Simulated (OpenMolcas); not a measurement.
# Levels of Zr2+ by method

```json
{"Program": "OpenMolcas 26.06", "Basis": "ANO-R2 [7s5p4d2f1g]", "Scalar Hamiltonian": "X2C, finite nucleus", "Active space": "8 electrons in 8 orbitals (RAS1 4p, at most 2 holes; RAS2 4d)", "State averaging": "2S+1 = 3 even, 10 roots; 2S+1 = 1 even, 15 roots", "Spin-orbit coupling": "RASSI with atomic mean-field integrals over the reference wave functions, term energies averaged over their components"}
```

Methods on the same reference wave functions:
A. RASSCF
B. SS-RASPT2, IPEA 0.25 Eh, imaginary shift 0.1 Eh (closed shells correlated: 4s)

Energies in cm⁻¹ above 4d² ³F₂, the measured ground level; measured values from Moore, Atomic Energy Levels, vol. II, NSRDS-NBS 35 (1971 reprint of NBS Circular 467, 1952); NIST levels as listed in Rynkun, Gaigalas and Jonsson, Astron. Astrophys. 637, A10 (2020).

```json
{"Level": "4d² ³F₂", "A": "0.0", "B": "0.0", "Measured": "0.0"}
{"Level": "4d² ³F₃", "A": "768", "B": "791", "Measured": "681"}
{"Level": "4d² ³F₄", "A": "1694", "B": "1711", "Measured": "1486"}
{"Level": "4d² ¹D₂", "A": "8548", "B": "6250", "Measured": "5742"}
{"Level": "4d² ³P₀", "A": "9746", "B": "8160", "Measured": "8062"}
{"Level": "4d² ³P₁", "A": "10041", "B": "8480", "Measured": "8326"}
{"Level": "4d² ³P₂", "A": "10734", "B": "9110", "Measured": "8838"}
{"Level": "4d² ¹G₄", "A": "14231", "B": "11090", "Measured": "11049"}
{"Level": "4d² ¹S₀", "A": "29817", "B": "22890", "Measured": "23979"}
```

Deviations, from unrounded energies. A percentage is the sum of absolute deviations over the sum of measured energies, with the sign that they share, or ± where signs differ.

```json
{"Against measurement": "mean absolute deviation (cm-1)", "Levels": "8", "A": "2200", "B": "310"}
{"Against measurement": "fine structure of the ground term (%)", "Levels": "2", "A": "+13.6", "B": "+15.4"}
{"Against measurement": "other terms of the ground configuration (%)", "Levels": "6", "A": "+25.9", "B": "±3.3"}
```

B lies closest to measurement on these levels. The largest miss of B in the table is 4d² ¹S₀, by -1100 cm-1. The ranking rests on the paired levels alone, and a cruder setting can come out closer through cancelling errors.

From A to B the spin-free energies of the other terms of 4d² shown, above ³F, scale by factors of 0.69 to 0.83.

The lowest spin-free term lies below A's lowest term by 0.193 hartree in B.

CASPT2 breaks the degeneracy within a term, and the mean is taken; among the terms shown or strongly mixed into the levels shown the widest spread is 280 cm-1 (4d² ¹G, B). Active for correlation alone: 4p; no level in the range computed is led by a configuration that opens it, so any true level of that kind is missing. Without dynamic correlation excited terms often stand tens of per cent too high (terms of higher spin than the ground term too low), and those without a measured partner can miss by more than the paired ones (holds for A). Some levels mix across a computed gap that differs much from the measured one, so their mixing is not that of the real levels (holds for A). Measured partners are found by configuration, term and J. A level has none where our copy of the source lacks it or the pairing is in doubt (some pairs that miss far off the trend of their configuration count as doubtful), and it then counts in no deviation. Only configurations of the active space appear.
